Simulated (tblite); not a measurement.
Species: C6H14N (doublet state).
SMILES with atom numbers: `[CH2:1][C@H:2]([CH2:3][CH3:4])[CH2:5][CH2:6][NH2:7]` (hydrogens: H8, H9 on C1; H10 on C2; H11, H12 on C3; H13, H14, H15 on C4; H16, H17 on C5; H18, H19 on C6; H20, H21 on N7)

The geometry is computed with GFN2-xTB (gas phase). This method treats the open shell by occupation alone, without spin polarisation.

Q: What internal coordinates does the optimisation give?

A: 
```csv
bond,length (pm)
C1–C2,149.0
C2–C3,154.9
C3–C4,152.3
C2–C5,153.9
C5–C6,152.8
C6–N7,144.8
"C1–H8, C1–H9",107.8
C2–H10,109.8
C3–H11,109.3
C3–H12,109.3
"C4–H13, C4–H14, C4–H15",108.7
C5–H16,109.1
C5–H17,109.0
C6–H18,110.3
C6–H19,109.7
N7–H20,101.5
N7–H21,108.2
```

Bonds in one row agree within 1 pm and their mean is given. A selection of angles:
```csv
angle,degrees
C2–C1–H8,118.2
H8–C1–H9,115.3
C1–C2–C3,113.1
C1–C2–C5,109.8
C1–C2–H10,108.6
C3–C2–C5,111.4
C3–C2–H10,106.1
C5–C2–H10,107.7
C2–C3–C4,115.0
C2–C3–H11,107.9
C2–C3–H12,107.9
C4–C3–H11,109.0
C4–C3–H12,109.1
H11–C3–H12,107.6
C3–C4–H13,111.1
C3–C4–H15,109.6
H13–C4–H14,108.7
H13–C4–H15,108.1
C2–C5–C6,109.5
C2–C5–H16,110.3
C2–C5–H17,109.8
C6–C5–H16,109.8
C6–C5–H17,108.4
H16–C5–H17,109.0
C5–C6–N7,109.5
C5–C6–H18,109.0
C5–C6–H19,109.6
N7–C6–H18,113.1
N7–C6–H19,108.1
H18–C6–H19,107.4
C6–N7–H20,111.1
C6–N7–H21,105.1
H20–N7–H21,108.7
```

Torsions: C1–C2–C3–C4 -64° (synclinal); C1–C2–C5–C6 -64° (synclinal); C2–C5–C6–N7 63° (synclinal).

Of the pairs four or more bonds apart, C1···H21 is among the closest relative to their van der Waals radii: 1.59 Å, 55 % of the sum of Bondi's values. C1 (carbon bonded to C and 2 H) has angles 118.2°, 117.4° and 115.3°, sum 350.9°, 0.21 Å off the plane of its three neighbours. N7 (nitrogen bonded to C and 2 H) is pyramidal (angles 111.1°, 108.7° and 105.1°, sum 325.0°, 0.40 Å off the plane of its three neighbours). The C–C distances run from 1.490 Å (C1–C2, drawn single) to 1.549 Å (C2–C3, drawn single), a spread of 0.059 Å.

Point group: C1 (no symmetry element, even within 0.4 Å). Its GFN2-xTB frequencies are all real (lowest 74 cm⁻¹). Torsions: H–C1–C2–C3 -90° and 56°, C1–C2–C3–C4 -64°, C1–C2–C5–C6 -64°, C2–C5–C6–N7 63°, C5–C6–N7–H -151° and -34°.

Time: 0.57 s wall. Hardware: one thread, Arm Neoverse V1 (aarch64), no GPU (shared host). This is the geometry optimisation.

One conformer stands for the species.
